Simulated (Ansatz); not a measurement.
This geometry of C₂H₄BrN (8 atoms, charge 0, multiplicity 1) is a first-order saddle point.

These are results of RKS B3LYP-D4/def2-SVPD (Ansatz), not measurements.

```xyz
8
Properties=species:S:1:pos:R:3
C 0.536 1.226 -0.175
C 0.000 0.012 -0.075
N -0.213 -0.926 0.774
Br -1.043 -1.193 -1.973
H -0.119 2.099 -0.189
H 1.532 1.323 -0.615
H -0.686 -1.775 0.453
H 0.084 -0.823 1.744
```

Question: Which two structures does it join? (They come from a converged band through this point; their orientation in space is the band's.)

Answer: No bond is made or broken. The dihedral H5–C1–C2–Br4 goes from -3 to 178°. The two ends are copies of one structure, up to a mirror image or an exchange of like atoms.

First end point:

```xyz
8
Properties=species:S:1:pos:R:3
C 0.223 1.193 -0.187
C -0.237 -0.063 -0.235
N 0.310 -1.187 0.350
Br -1.789 -0.479 -1.289
H -0.231 1.992 -0.766
H 1.090 1.429 0.433
H -0.327 -1.925 0.622
H 1.054 -1.017 1.016
```

Last end point:

```xyz
8
Properties=species:S:1:pos:R:3
C 0.224 1.194 -0.188
C -0.237 -0.062 -0.235
N 0.307 -1.186 0.353
Br -1.785 -0.482 -1.294
H 1.088 1.430 0.435
H -0.228 1.991 -0.770
H -0.328 -1.924 0.624
H 1.052 -1.017 1.019
```

Question: How far does it lie above each of them?

Answer: 148.8 kJ/mol above the first and 148.8 kJ/mol above the second. This is the barrier of this one path; another mechanism may lie lower.

Time of the run: 9.5 min on 2 threads of Arm Neoverse N1, on a shared host, peak memory 0.4 GiB.
